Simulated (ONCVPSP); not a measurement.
# Lu, ONCV: configuration errors across variants

Lu (Z = 71), optimised norm-conserving Vanderbilt (ONCV), made with ONCVPSP 4.0.1 (LDA (Perdew-Zunger), scalar-relativistic). Core [Xe], reference 4f14 5d1 6s1 6p1. Waves: 6s: rc 3.20 bohr, ncon 3, nbas 7, qcut 1.9 1/bohr, 3 projectors, debl 1.7 Ha; 6p: rc 3.20 bohr, ncon 3, nbas 7, qcut 2.1 1/bohr, 3 projectors, debl 2.2 Ha; 5d: rc 2.45 bohr, ncon 4, nbas 9, qcut 5.7 1/bohr, 2 projectors, debl 1.3 Ha; 4f: rc 1.15 bohr, ncon 4, nbas 8, qcut 15.2 1/bohr, 1 projector. Local part: polynomial inside 1.15 bohr (lpopt 5, dvloc0 6 Ha). Core correction: Teter function, fcfact 5, rcfact 1.2.

All-electron excitation energies from the reference (eV): (1) 4f14 5d1 6s2 6p0 -3.518; (2) 4f14 5d1 6s1 6p0 4.064; (3) 4f14 5d1 6s0 6p0 17.636; (4) 4f14 5d2 6s1 6p0 -0.516.

1 further variants failed, have other tests or another functional or relativity, and are left out.

A true bound ghost makes a file unfit for plane-wave use even where its test errors are small: the radial tests pick states by their node count and pass the ghost by.

Errors AE − PS in meV (a dash: test not solved or not reliable):

| change | (1) | (2) | (3) | (4) | bound ghosts | GHOST(+) flags above zero |
| --- | --- | --- | --- | --- | --- | --- |
| base | -7.4 | -2.0 | -1.5 | -19 | s | s, p |
| s: qcut 1.2; p: qcut 1.3; d: qcut 3.5; f: qcut 9.3 | -13 | -1.6 | -14 | -4.2 | s | s, p, d |
| p: debl 0.95 | -7.5 | -2.0 | -1.3 | -19 | s | s, p |
| s: qcut 2.1 | -5.3 | -1.9 | +2.3 | -20 | s | p |
| d: nbas 7 | -7.4 | -2.0 | -1.5 | -19 | s | s, p |
| core correction Teter function, fcfact 6.7, rcfact 1.2 | -8.6 | -2.5 | -15 | -22 | s | s, p |

Task: Give the same row for: local potential polynomial inside 1.00 bohr (lpopt 5, dvloc0 -1 Ha).

Result: -7.4, -2.0, -1.4, -19; bound ghosts: s, p; GHOST(+) flags above zero: s, p, d.
